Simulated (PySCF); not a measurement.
Stepwise substitution at one centre (Si C2H5-I). Isolated molecules, 0 K electronic values unless said otherwise. One relaxed conformer stands for each flexible species; it need not be the lowest. Strings in code marks are SMILES.

Method: PBE-D3(BJ)/def2-TZVP // B3LYP-D3(BJ)/def2-SVP (PySCF 2.14.0). Excitations are Tamm–Dancoff values on a coarser integration grid. The basis has no diffuse functions, so Rydberg states are missing or too high.

| species | LUMO (eV) | HOMO (eV) | S1–T1 gap (TDA) (eV) | T1 excitation (TDA) (eV) | S1 oscillator strength |
|---|---|---|---|---|---|
| 0 of 4 C2H5 replaced by I (`CC[Si](CC)(CC)CC`) | – | -6.39 | 0.09 | 6.46 | 0.004 |
| 1 of 4 C2H5 replaced by I (`CC[Si](I)(CC)CC`) | -0.75 | -6.04 | 0.41 | 5.08 | 0.013 |
| 2 of 4 C2H5 replaced by I (`CC[Si](I)(I)CC` (C–C–Si–I torsion -59°, I–Si–C–C torsion 59°)) | -1.80 | -6.24 | 0.51 | 4.24 | 0.065 |
| 3 of 4 C2H5 replaced by I (`CC[Si](I)(I)I` (C–C–Si–I torsion 180°)) | -2.73 | -6.37 | 0.26 | 3.51 | 0.000 |
| 4 of 4 C2H5 replaced by I (`I[Si](I)(I)I`) | -3.56 | -6.59 | – | – | 0.000 |
